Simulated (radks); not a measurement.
The bismuth ion Bi9+ is in [Xe] 4f14 5d6. Method: scalar-relativistic Kohn-Sham, LDA (Slater exchange, Perdew-Wang correlation), spin-polarised, spherical densities, finite nucleus; Fermi nuclear charge, rms radius of each element as measured or else 0.836 A^(1/3) + 0.57 fm; computed with a radial shooting solver on a logarithmic mesh with Libxc functionals. Open shells are filled with parallel spins first. One electron is removed from 4f, 5p, 5d, 5s in turn, with full relaxation. Which removal costs least, and what does each cost?

Answer. 5d 162.95 eV; 5p 239.16 eV; 5s 304.63 eV; 4f 312.23 eV. The 5d electron leaves first.
